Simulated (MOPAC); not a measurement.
MOPAC input (PM3):

```
PM3 FORCE THERMO(298,298) PRECISE LET GEO-OK AUX(PRECISION=9) THREADS=1
CaO

Ca    0.00000000 1    0.00000000 1   -0.49857094 1
O    -0.00000000 1   -0.00000000 1    1.28023801 1
```

Which zero-point energy does it print?

0.77 kcal/mol, from the harmonic wavenumbers of PM3.
